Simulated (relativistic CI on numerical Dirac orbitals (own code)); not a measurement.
## Re21+: q coefficients and field-shift factors

Computed by Dirac-Coulomb-Breit CI, separate exchange-only KLI orbitals for each configuration, derivatives by finite differences, unscaled Slater integrals, QED left out (own radial code, finite nucleus).

Configuration list (outside the closed core [Ar] 3d10 4p6 4d10): 4s²4f⁸, 4s4f⁹, 4f¹⁰. Levels of other configurations are missing.

With x = (α/α₀)² − 1 an excitation energy changes as ω = ω₀ + qx; K = 2q/ω₀ is the relative enhancement. Terms are leading LS components, so labels can repeat. The field-shift factor is F = δν/δ⟨r²⟩ for the transition from the lowest level.

Lowest level 4s²4f⁸ ⁷F6.

```
      Level  ω₀ (cm⁻¹)  q (cm⁻¹)        K  F (GHz/fm²)
 4s²4f⁸ ⁷F5    10007.1     11920     2.38        0.575
 4s²4f⁸ ⁷F4    12675.5      6559     1.03        0.383
 4s²4f⁸ ⁷F3    17762.3     15360     1.73        0.784
 4s²4f⁸ ⁷F2    20237.6     15860     1.57        0.827
 4s²4f⁸ ⁷F1    22602.3     19890     1.76         1.01
 4s²4f⁸ ⁷F0    23502.1     20380     1.73         1.04
 4s²4f⁸ ⁵D4    43157.7      6066    0.281        0.674
 4s²4f⁸ ⁵G6    51156.6    -12330   -0.482       0.0294
4s²4f⁸ ⁵L10    55103.5      1631   0.0592        0.672
 4s²4f⁸ ⁵G4    60445.3     -2284  -0.0756        0.522
 4s²4f⁸ ⁵G5    61342.2      5084    0.166         0.83
 4s²4f⁸ ⁵L7    61706.1    -980.5  -0.0318        0.607
 4s²4f⁸ ⁵L9    62460.1      9661    0.309         1.06
```

At this charge energies of transitions that change n are usually good to better than 1 %, and those within a shell (Δn = 0) to a few per cent. Terms inside the open d or f shell come out 10 to 20 % too wide with unscaled integrals.
